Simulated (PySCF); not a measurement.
PbO: from constants to spectrum

RHF-CCSD(T) constants of PbO, singlet, closed shell (basis Pb x2c-TZVPPall, O x2c-TZVPPall; spin-free X2C with a Gaussian nucleus; PySCF 2.14; masses 207.9766 and 15.9949 u):

| Property | Result |
| --- | --- |
| ωe | 729.3 cm⁻¹ |
| ωexe | 3.41 cm⁻¹ |
| Be | 0.30505 cm⁻¹ |
| αe | 0.00179 cm⁻¹ |
| D (centrifugal) | 2.13e-07 cm⁻¹ |
| De to Pb + O | 4.82 eV |

Q: Give the vibrational terms G(v) and spacings up to v = 6.

A: G(v) = ωe(v+½) − ωexe(v+½)².

```tsv
v	G(v) (cm⁻¹)	G(v) − G(v−1)	Bv (cm⁻¹)
0	363.8		0.3042
1	1086.3	722.5	0.3024
2	1801.9	715.7	0.3006
3	2510.8	708.8	0.2988
4	3212.8	702.0	0.2970
5	3908.0	695.2	0.2952
6	4596.4	688.4	0.2934
```

Q: How well does the Morse estimate ωe²/(4ωexe) reproduce De, and what is D0?

A: It gives 4.83 eV, 100 % of the computed De. D0 = De − G(0) = 4.82 − 0.05 = 4.77 eV.

Measured values (Huber and Herzberg, Constants of Diatomic Molecules (1979)): ωe = 721.0 cm⁻¹, ωexe = 3.54 cm⁻¹, Be = 0.3073056 cm⁻¹, αe = 0.0019148 cm⁻¹.

Correlated steps freeze 35 core orbitals. These are scalar-relativistic numbers at best; spin–orbit coupling would shift them, the dissociation energy most. Where the molecule has an RHF reference, its open-shell atoms are computed with UHF. The CCSD T1 diagnostic is raised, a sign that a single reference may not be enough here.
